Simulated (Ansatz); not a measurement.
Mulliken charges of ClH5OSi2, SMILES `O[SiH2][SiH2]Cl` from B3LYP/def2-TZVPP in Ansatz (PBE0-D4/def2-TZVP geometry).

```json
{"atom": "O1", "x (Å)": "-1.068", "y (Å)": "1.597", "z (Å)": "-0.250", "charge (e)": "-0.391"}
{"atom": "Si2", "x (Å)": "0.391", "y (Å)": "0.827", "z (Å)": "-0.248", "charge (e)": "0.409"}
{"atom": "Si3", "x (Å)": "0.002", "y (Å)": "-1.355", "z (Å)": "0.503", "charge (e)": "0.347"}
{"atom": "Cl4", "x (Å)": "-1.161", "y (Å)": "-2.364", "z (Å)": "-0.869", "charge (e)": "-0.256"}
{"atom": "H5", "x (Å)": "-1.116", "y (Å)": "2.474", "z (Å)": "-0.633", "charge (e)": "0.184"}
{"atom": "H6", "x (Å)": "1.000", "y (Å)": "0.795", "z (Å)": "-1.608", "charge (e)": "-0.082"}
{"atom": "H7", "x (Å)": "1.368", "y (Å)": "1.496", "z (Å)": "0.661", "charge (e)": "-0.091"}
{"atom": "H8", "x (Å)": "-0.704", "y (Å)": "-1.383", "z (Å)": "1.809", "charge (e)": "-0.057"}
{"atom": "H9", "x (Å)": "1.288", "y (Å)": "-2.088", "z (Å)": "0.635", "charge (e)": "-0.062"}
```

Q: By hand: the dipole of these point charges (1 e Å = 4.8032 D).

A: Σ q r = (0.424, 0.311, 0.206) e Å, of length 0.565 e Å = 2.71 D.

Q: How does the dipole of the full density compare? (Best estimate.)

A: Computed: (0.214, 0.413, 0.028) e Å, 2.24 D; the point charges give 1.21 times that, at 31° from its direction.

Point charges leave out the atoms' own dipoles, such as those of lone pairs, and Mulliken's split depends on the basis, so the two needn't agree.

B3LYP here is the variant with VWN-RPA as its local correlation; programs differ in this.
